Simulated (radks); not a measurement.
Initial-state core-level shifts of neutral zinc when its valence configuration changes from [Ar] 3d10 4s2. All-electron calculation, Dirac Kohn-Sham, PBE, spin-unpolarised, spherical densities, point nucleus; open shells fill j = l - 1/2 first. Program: a radial shooting solver on a logarithmic mesh with Libxc functionals. Shifts are changes of the shell-averaged eigenvalues in eV (positive: less bound).

valence,1s,2p,3s,3p
3d9 4s2 4p1,-9.066,-9.726,-8.919,-8.744
3d9.5 4s2 4p0.5,-4.435,-4.731,-4.403,-4.323
3d10 4s1 4p1,-2.194,-2.084,-2.187,-2.193
3d10 4s1.5 4p0.5,-1.166,-1.110,-1.161,-1.165
3d10 4p2,-4.021,-3.805,-4.012,-4.022
3d8 4s2 4p2,-19.046,-20.620,-18.368,-17.974
3d9 4s1.5 4p1.5,-9.994,-10.613,-9.839,-9.663
3d8 4s1.5 4p2.5,-19.913,-21.453,-19.222,-18.824
